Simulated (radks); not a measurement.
The numbers below are computed, except where a source is named.
Problem. The mean radii <r> (bohr) of the occupied orbitals of an atom or ion are listed with their occupations. Code: a radial shooting solver on a logarithmic mesh with Libxc functionals. Model: non-relativistic Kohn-Sham, exchange-only B88, spin-polarised, spherical densities, point nucleus.

| orbital | occ. | <r> |
|---|---|---|
| 1s | 2 | 0.07737 |
| 2s | 2 | 0.3670 |
| 2p | 6 | 0.3287 |
| 3s | 2 | 1.164 |
| 3p | 6 | 1.276 |
| 4s | 2 | 4.116 |

Name the element and its charge. Open shells, if any, are filled with parallel spins first.

Solution. Z = 20, calcium, charge 0: Ca in [Ar] 4s2. The 1s radius gives Z: for a bare nucleus <r> = 1.5/Z, 0.075 bohr for Z = 20, and screening makes it slightly larger (0.07737 here). The occupations add up to 20, and the charge is Z minus that.
